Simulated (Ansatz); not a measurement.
Consider the isomerisation: `C/C=C(\C)[SiH3]` → `C=C([SiH3])CC`.

Program: Ansatz. Geometries: PBE0-D4/def2-TZVP. ΔE: electronic, gas phase. CBS: MP2 limit from def2 TZ/QZ plus the TZ coupled-cluster correction, frozen cores. Functionals use def2-TZVPP. One conformer a species, not always the lowest.

```
             level  ΔE (kJ/mol)  difference from CCSD(T)/CBS
            PBE-D4         12.9                          5.8
            B97M-V         12.2                          5.1
        r2SCANh-D4         11.6                          4.5
          PBE-QIDH         10.5                          3.4
               PBE         13.9                          6.8
              BLYP         12.4                          5.3
              PBE0         12.8                          5.7
    MP2/def2-TZVPP          8.0                          0.9
SCS-MP2/def2-TZVPP          6.7                         -0.4
CCSD(T)/def2-TZVPP          6.9                         -0.2
       CCSD(T)/CBS          7.1                            0
```

Largest T1 diagnostic among the species: 0.011.

Leaving LDA and LC-ωPBE aside and taking each functional with its dispersion term where it has one, the values, not all of them listed here, spread over 4.5 kJ/mol, from ωB97M-V to PBE-D4.

CCSD(T)/CBS has its own doubt, a few kJ/mol and more with outer-core shells, so smaller differences from it don't rank the levels.
